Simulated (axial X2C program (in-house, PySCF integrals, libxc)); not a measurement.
Spin–orbit effects along a row: molecules with P (ions), PBE0

Computed with an axial X2C code built on PySCF integrals, spin-free (one-electron X2C) or two-component (2c: spin–orbit coupling with atomic mean-field Coulomb and Gaunt terms, which also bring small scalar terms), in Dyall basis sets with cores contracted in-house; open shells are unrestricted.

Basis sets: Br dyall-acv3z, Ca dyall-acv3z, Ga dyall-acv3z, Ge dyall-acv3z, P dyall-av3z, Se dyall-acv3z.

```csv
molecule,spin-free state,Re (Å),ωe (cm⁻¹),De (eV),2c state,Re 2c (Å),ωe 2c (cm⁻¹),De 2c (eV)
CaP⁻,"M_S = 1, Λ = 1",2.613,314.0,1.81,Ω = 2,2.613,314.0,1.82
GaP⁻,"M_S = 1/2, Λ = 0",2.130,437.2,3.21,Ω = 1/2,2.130,436.9,n/a
GeP⁻,"M_S = 0, Λ = 0",2.067,546.9,4.64,Ω = 0,2.067,546.5,4.64
PSe⁻,?,?,?,?,?,?,?,?
PBr⁻,"M_S = 1/2, Λ = 1",2.313,336.3,0.72,Ω = 3/2,2.312,336.9,0.74
```

Problem. Estimate the 2c Re and ωe of PSe⁻ as the mean of its neighbours in the table.

Solution. Re ≈ 2.189 Å, ωe ≈ 441.7 cm⁻¹. The PBE0 runs give the row below, so the estimate misses by 0.046 Å and -31.2 cm⁻¹.

| molecule | spin-free state | Re (Å) | ωe (cm⁻¹) | De (eV) | 2c state | Re 2c (Å) | ωe 2c (cm⁻¹) | De 2c (eV) |
| --- | --- | --- | --- | --- | --- | --- | --- | --- |
| PSe⁻ | M_S = 1, Λ = 0 | 2.143 | 473.9 | 3.57 | Ω = 1 | 2.143 | 472.9 | 3.54 |

Fragments in 2c: Ca + P-, Ga + P-, Ge- + P, Se- + P, Br- + P. Each entry is the lowest single determinant of a limited PBE0 search at one distance. De goes to single-determinant-based atoms at the same level (for ions the charge split of lowest energy) and is withheld (n/a) where an atom does not fit its ground term or J level. Main or longest-lived isotopes. One determinant is a doubtful description, or other states lie close, for CaP⁻, GaP⁻, PSe⁻; these need not be ground states, and all values refer to the states named. Some open-shell Ω = 0 determinants are out of reach, so the Ω given for CaP⁻, PSe⁻ need not be the lowest component. With several unpaired electrons the Ω given is that of one determinant, not necessarily of the lowest component. Some light 2c atoms are not at their ground J level, so De misses part of their lowering (0.04 eV or less). The functionals have no current term, which raises determinants with orbital currents. Where the atoms have a lower orbital projection than the molecule, De at mean-field level may be about a tenth of an eV too small.
